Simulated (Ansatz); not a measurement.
A run for Ansatz (a program for electronic structure): R-CCSD(T)/cc-pV(T+d)Z on H5NSi2 (SMILES N[Si][SiH3]), a point of a torsion scan. Files ending in .json are basis or fitting sets from the Basis Set Exchange.

Ansatz 0.2 input:
```yaml
crystal:
  periodic: [false, false, false]
  atoms:
    - {symbol: N, position_ang: [1.82963327, -0.14466180, 0.29372671]}
    - {symbol: Si, position_ang: [0.46343668, 0.03093800, 1.32478329]}
    - {symbol: Si, position_ang: [-1.32887542, 0.05229303, -0.11369842]}
    - {symbol: H, position_ang: [2.77128418, -0.17695427, 0.64743322]}
    - {symbol: H, position_ang: [1.82269921, -0.23400484, -0.71209006]}
    - {symbol: H, position_ang: [-1.63356875, -1.07691929, -1.01088676]}
    - {symbol: H, position_ang: [-2.50391009, 0.12739508, 0.77615134]}
    - {symbol: H, position_ang: [-1.47639154, 1.21584591, -1.00721693]}
basis:
  gaussian:
    orbitals: cc-pV_T+d_Z.json
magnetization: {spin_polarized: false}
correlation: {method: ccsd_t, electrons: outside_noble_gas}
scf: {lower_state_search: off}
```

It printed:

```
WARN ansatz: RAYON_NUM_THREADS=1 ignored (pool sized by the plan → 1); use --threads N
Functional definition: HF
these checks for a lower state are left out or cut short: stability, starts, cluster_reference, orbital_swaps, neighbouring_geometries, increment
integrals: 0.57 GiB planned
1038 factors; integrals over basis functions are off by at most 1.1e-3 eV
mean field: 0.48 GiB planned
mean field evaluation 1: about -17283.0814 eV, gradient 3.3e1 eV
mean field evaluation 2: about -17283.2214 eV, gradient 3.3e1 eV
mean field evaluation 4: about -17285.9696 eV, gradient 3.4e0 eV
mean field evaluation 8: about -17286.0456 eV, gradient 1.7e-1 eV
mean field evaluation 16: about -17286.0459 eV, gradient 2.0e-6 eV
mean field -17286.04586401 eV, -635.2504685997 hartree, gradient 2.0e-6 eV, S^2 0.000000; 0 other end points of the search recorded, 0 dependent functions left out
11 core orbitals not correlated
reference -17286.04586401 eV, -635.2504685997 hartree; 9, 9 occupied and 158, 158 virtual orbitals, 1038 factors
second order -12.19740863 eV of doubles, -0.00000000 eV of singles
coupled cluster: 1.60 GiB planned
cycle   1  -12.93542944 eV  change   -7.4e-1 eV  update   9.5e-2
cycle   2  -13.36157359 eV  change   -4.3e-1 eV  update   3.3e-2
cycle   3  -13.44677355 eV  change   -8.5e-2 eV  update   1.8e-2
cycle   4  -13.43608633 eV  change    1.1e-2 eV  update   5.5e-3
cycle   5  -13.43561334 eV  change    4.7e-4 eV  update   2.5e-3
cycle   6  -13.43533794 eV  change    2.8e-4 eV  update   8.1e-4
cycle   7  -13.43509757 eV  change    2.4e-4 eV  update   3.0e-4
cycle   8  -13.43522255 eV  change   -1.2e-4 eV  update   1.2e-4
cycle   9  -13.43524373 eV  change   -2.1e-5 eV  update   4.1e-5
cycle  10  -13.43522141 eV  change    2.2e-5 eV  update   1.6e-5
perturbative correction -0.53991057 eV, -0.0198413473 hartree
Total energy: -17300.02099599 eV, -635.7640452272 hartree
Checks for a lower state left out: stability, starts, cluster_reference, orbital_swaps, neighbouring_geometries, increment
```

The calculation finished and met its thresholds.

Cost: around 21 core-seconds (rough).
